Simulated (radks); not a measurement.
Results of a calculation; reference values are marked as such.
Task: Species: Dy2+. Configuration: [Xe] 4f9 6d1 (not the ground configuration). Level of theory: scalar-relativistic Kohn-Sham, r2SCAN, spin-polarised, spherical densities, finite nucleus; open shells are filled with parallel spins first (spin-orbit coupling, left out, can overturn this in heavy ions); meta-GGA in the generalised Kohn-Sham scheme; Fermi nuclear charge, rms radius 5.2218 fm (a radial shooting solver on a logarithmic mesh with Libxc functionals). Some entries of the table are withheld. Estimate them.

orbital  occ.  eigenvalue (hartree)  <r^2> (bohr^2)
1s up       1             -1975.490       0.0006096
1s down     1             -1975.489       0.0006096
2s up       1             -330.6068        0.009519
2s down     1             -330.6065        0.009518
2p up       3             -293.3351        0.007711
2p down     3             -293.3344        0.007710
3s up       1             -74.72458         0.06274
3s down     1             -74.62674         0.06264
3p up       3             -63.22378         0.06309
3p down     3             -63.12585         0.06296
3d up       5             -48.41697         0.05292
3d down     5             -48.34121         0.05278
4s up       1             -15.82540          0.3165
4s down     1             -15.60698          0.3166
4p up       3             -12.01633          0.3576
4p down     3             -11.79844          0.3578
4d up       5              -6.80619          0.4283
4d down     5              -6.58820          0.4302
5s up       1              -2.76817             (1)
5s down     1              -2.66832             (2)
5p up       3              -1.82983           2.424
5p down     3              -1.76030           2.522
4f up       7              -1.14154          0.8105
4f down     2              -0.94417          0.8992
6d up       1              -0.29324           35.27

Result: 
(1) 5s up <r^2> (bohr^2): 1.812
(2) 5s down <r^2> (bohr^2): 1.877
